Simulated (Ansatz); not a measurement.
Job for Ansatz (a program for electronic structure): U-CCSD(T)/def2-SVPD on BrHMg (SMILES [MgH][Br]), a point of a bond scan (R = 5.379 Å). The run froze 19 orbitals, filled d shells among them.

Ansatz 0.2 input:
```yaml
crystal:
  periodic: [false, false, false]
  atoms:
    - {symbol: Mg, position_ang: [-0.00000000, -0.00000000, -1.67667967]}
    - {symbol: H, position_ang: [0.00000000, 0.00000000, -7.05608197]}
    - {symbol: Br, position_ang: [0.00000000, 0.00000000, 0.67079711]}
basis:
  gaussian:
    orbitals: def2-SVPD
correlation: {method: ccsd_t, electrons: outside_noble_gas}
scf: {omitted_lower_state_checks: [cluster_reference]}
magnetization: {spin_polarized: true, initial_magnetization: 0}
```

It printed:

```
WARN ansatz: RAYON_NUM_THREADS=1 ignored (pool sized by the plan → 1); use --threads N
Functional definition: HF
these checks for a lower state are left out or cut short: cluster_reference
integrals: 0.07 GiB planned
627 factors; integrals over basis functions are off by at most 4.5e-4 eV
mean field: 0.26 GiB planned
mean field evaluation 1: about -75429.0670 eV, gradient 1.1e1 eV
mean field evaluation 2: about -75429.0794 eV, gradient 1.1e1 eV
mean field evaluation 4: about -75430.0830 eV, gradient 7.2e0 eV
mean field evaluation 8: about -75431.9677 eV, gradient 1.2e0 eV
mean field evaluation 16: about -75431.9967 eV, gradient 2.8e-6 eV
mean field evaluation 32: about -75432.9496 eV, gradient 9.8e0 eV
mean field evaluation 64: about -75428.4418 eV, gradient 1.0e1 eV
mean field evaluation 96: about -75431.9967 eV, gradient 5.2e-5 eV
mean field -75435.70195375 eV, -2772.2109146451 hartree, gradient 2.6e-6 eV, S^2 1.000298; 5 other end points of the search recorded, 0 dependent functions left out
19 core orbitals not correlated
reference -75435.70195375 eV, -2772.2109146451 hartree; 5, 5 occupied and 46, 46 virtual orbitals, 627 factors
second order -3.72642165 eV of doubles, -0.00000000 eV of singles
coupled cluster: 0.15 GiB planned
cycle   1  -3.97621016 eV  change   -2.5e-1 eV  update   4.2e-2
cycle   2  -4.04904273 eV  change   -7.3e-2 eV  update   1.5e-2
cycle   3  -4.06233871 eV  change   -1.3e-2 eV  update   7.5e-3
cycle   4  -4.06036852 eV  change    2.0e-3 eV  update   2.7e-3
cycle   5  -4.05997966 eV  change    3.9e-4 eV  update   9.2e-4
cycle   6  -4.06018415 eV  change   -2.0e-4 eV  update   3.3e-4
cycle   7  -4.06026596 eV  change   -8.2e-5 eV  update   1.7e-4
cycle   8  -4.06026453 eV  change    1.4e-6 eV  update   1.1e-4
cycle   9  -4.06025977 eV  change    4.8e-6 eV  update   1.0e-4
cycle  10  -4.06026518 eV  change   -5.4e-6 eV  update   9.9e-5
cycle  11  -4.06027408 eV  change   -8.9e-6 eV  update   9.4e-5
cycle  12  -4.06027819 eV  change   -4.1e-6 eV  update   8.8e-5
cycle  13  -4.06028027 eV  change   -2.1e-6 eV  update   8.2e-5
cycle  14  -4.06027932 eV  change    9.4e-7 eV  update   6.7e-5
cycle  15  -4.06028616 eV  change   -6.8e-6 eV  update   4.0e-5
cycle  16  -4.06029182 eV  change   -5.7e-6 eV  update   1.8e-5
cycle  17  -4.06029231 eV  change   -4.9e-7 eV  update   8.4e-6
coupled cluster: 0.15 GiB planned
perturbative correction -0.10831653 eV, -0.0039805591 hartree
Total energy: -75439.87056259 eV, -2772.3641081944 hartree
Checks for a lower state left out: cluster_reference
```

The run converged. Its determinant has ⟨S²⟩ = 1.00, a mixture of spin states.

Cost: around 6 core-seconds (rough).
